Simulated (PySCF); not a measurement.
## The 4-electron isoelectronic series, spin-free X2C

All values are computed (PySCF 2.14, energy differences of UHF-based or UKS calculations, no spin-orbit coupling). Each ion has its own even-tempered basis scaled to its charge (18s8p5d5f4g for the first); frozen: nothing. Ionisation energies in eV, correlation energies of the ion in mhartree.

| ion | configuration | UHF | LDA | PBE | PBE0 | r2SCAN | MP2 (all electrons) | E_corr MP2 | NIST (with spin-orbit, Breit and QED) |
| --- | --- | --- | --- | --- | --- | --- | --- | --- | --- |
| Ho⁶³⁺ | [He] 2s2 (1S) | 15467.7 | 15459.4 | 15475.4 | 15473.8 | 15465.1 | 15472.8 | -263.9 | 15448 ± 19 (t) |
| Er⁶⁴⁺ | [He] 2s2 (1S) | 15991.8 | 15983.2 | 15999.7 | 15998.1 | 15989.1 | 15996.9 | -262.8 | 15971 ± 24 (t) |
| Tm⁶⁵⁺ | [He] 2s2 (1S) | 16527.0 | 16518.2 | 16535.1 | 16533.4 | 16524.4 | 16532.1 | -261.6 | 16510 ± 30 (t) |
| Yb⁶⁶⁺ | [He] 2s2 (1S) | 17073.5 | 17064.4 | 17081.8 | 17080.1 | 17070.8 | 17078.5 | -260.4 | 17050 ± 40 (t) |
| Lu⁶⁷⁺ | [He] 2s2 (1S) | 17631.5 | 17622.2 | 17639.9 | 17638.2 | 17628.8 | 17636.4 | -259.3 | 17610 ± 40 (t) |
| Hf⁶⁸⁺ | [He] 2s2 (1S) | 18201.1 | 18191.5 | 18209.7 | 18207.9 | 18198.3 | 18206.0 | -258.2 | 18180 ± 50 (t) |
| Ta⁶⁹⁺ | [He] 2s2 (1S) | 18782.7 | 18772.7 | 18791.4 | 18789.6 | 18779.8 | 18787.5 | -257.1 | 18760 ± 50 (t) |
| W⁷⁰⁺ | [He] 2s2 (1S) | 19376.3 | 19366.0 | 19385.2 | 19383.3 | 19373.4 | 19381.0 | -256.1 | 19362 ± 3 (s) |
| Re⁷¹⁺ | [He] 2s2 (1S) | 19982.2 | 19971.6 | 19991.3 | 19989.4 | 19979.3 | 19986.9 | -255.1 | 19950 ± 60 (t) |
| Os⁷²⁺ | [He] 2s2 (1S) | 20600.6 | 20589.8 | 20609.9 | 20607.9 | 20597.6 | 20605.2 | -254.1 | 20570 ± 70 (t) |

Each ion has its own basis, which adds noise of up to about 0.1 % along the series.

NIST values marked (s) are semi-empirical, (t) theoretical. Open shells are high-spin determinants of the terms that Hund's rules give.

MP2 underrates the 2s², 2p² near-degeneracy of four-electron ions.

At high Z the X2C-1e correlation energies are inflated by the missing two-electron picture change in the 1s pairs.
